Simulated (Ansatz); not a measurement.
The same path of CH6N2OSSi (12 atoms, charge 0, multiplicity 1) was run twice with different band settings. Lost on the way: S3–H8. Made: N1–H8.

Method: RKS BLYP/6-31G* (Ansatz 0.2.0).

Relaxed end points:

```xyz
12
Properties=species:S:1:pos:R:3
N 0.437 -1.179 -1.528
C -0.042 -1.224 -0.336
S -1.054 -2.664 0.160
N 0.072 -0.288 0.713
Si 0.437 1.441 0.610
O -0.885 2.448 0.391
H 1.045 -0.352 -1.653
H -0.722 -3.399 -0.934
H -0.264 -0.627 1.619
H 0.960 1.810 1.949
H 1.438 1.597 -0.487
H -1.346 2.381 -0.470
```

```xyz
12
Properties=species:S:1:pos:R:3
N 0.087 -1.236 -1.283
C -0.285 -1.411 0.038
S -1.099 -2.788 0.569
N 0.023 -0.347 0.885
Si 0.455 1.339 0.528
O -0.828 2.366 0.216
H 0.908 -0.663 -1.489
H -0.009 -2.073 -1.857
H -0.288 -0.555 1.838
H 1.065 1.866 1.774
H 1.421 1.287 -0.614
H -1.374 2.158 -0.570
```

Common settings: spring 5.0 eV/Å²; optimiser quadratic models (default); start path through a guess of the saddle point; force threshold 0.05 eV/Å; iteration limit 60; end points relaxed.

| run | movable images | climbing image |
| --- | --- | --- |
| 1 | 5 | yes |
| 2 | 3 | no |

Q: What does each run give, and how far can it be trusted?

A: Run 1: converged after 33 iterations, highest image 0.937 eV above the first end. A vibrational analysis at the climbing image gives one clearly imaginary mode, 1523i cm⁻¹: a first-order saddle point.
Run 2: converged after 21 iterations, highest image 0.637 eV above the first end. Neighbouring images differ by up to 1.3 eV, so the band resolves the path poorly. No image climbed, so the highest image needn't sit at the top of the path. So few images can step over the top or miss a turn of the path.
The orbitals stay closed-shell, which can raise the energy where a bond breaks towards radicals; this wasn't checked here.
